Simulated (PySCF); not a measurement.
**[InH4]-, singlet: computed properties**

Method: PBE0 in PySCF with In def2-TZVPD with ECP28, H def2-TZVPD; scalar-relativistic core potentials, no spin–orbit coupling; density-fitted integrals.

The structure is a minimum.

```xyz
5
charge -1 multiplicity 1, angstrom
In    0.0000    0.0000    0.0000
H     1.0309    1.0309   -1.0309
H    -1.0309   -1.0309   -1.0309
H     1.0309   -1.0309    1.0309
H    -1.0309    1.0309    1.0309
```

```
Point group                                                                   : Td
Bond lengths                                                                  : In–H 1.786 Å (×4)
Bond angles                                                                   : H–In–H 109.5° (×6)
Principal polarisabilities                                                    : 72.6, 72.6, 72.6 bohr³
Enthalpy at 298.15 K above 0 K                                                : 11.91 kJ/mol
Heat capacity Cp at 298.15 K                                                  : 54.9 J/(mol K)
Entropy at 298.15 K and 1 bar                                                 : 231.9 J/(mol K)
Zero-point energy                                                             : 56.3 kJ/mol
Rotational symmetry number                                                    : 12
Lowest empty level                                                            : 3.60 eV
Rotational constants                                                          : 1.967, 1.967, 1.967 cm⁻¹
Highest occupied level                                                        : -2.31 eV
Dipole moment about the centre of mass                                        : 0.00 D
Principal quadrupole moments (Buckingham, traceless) about the centre of mass : 0.00, 0.00, 0.00 D Å
```

Harmonic modes (masses in u: In 114.904, H 1.008):
```tsv
symmetry	ω (cm⁻¹)	IR (km/mol, summed over degenerate members)	type
t2	607	1187	bend
e	644	0.0	bend
t2	1562	2135	stretch
a1	1626	0.0	stretch
```

In Td the vibrations span 2t2 + e + a1. The a1, e modes carry no infrared intensity, as symmetry demands.

Charges (e); Mulliken and Löwdin values are unreliable with diffuse functions:
```
    atom  Mulliken  Löwdin  polar tensor  Mayer order to In1
     In1      0.07   -0.14          0.98                   –
H2,3,4,5     -0.27   -0.22         -0.49                0.88
```

Mulliken populations on In1 (electrons outside its core potential): s 3.15, p 7.70, d 10.07, f 0.02.

Counting electrons, indium keeps none of its valence electrons outside its bonds, so the VSEPR class is AX4 and the expected shape is tetrahedral (Td), as computed.

This need not be the most stable arrangement of these atoms. The lowest empty level of this anion is unbound, so it and the gap depend on the basis.

The final relaxation and frequency run took 14 s on 2 threads of a shared Arm Neoverse V1 host, with 92 basis functions and 6 gradients; the process peaked at 1.2 GiB.
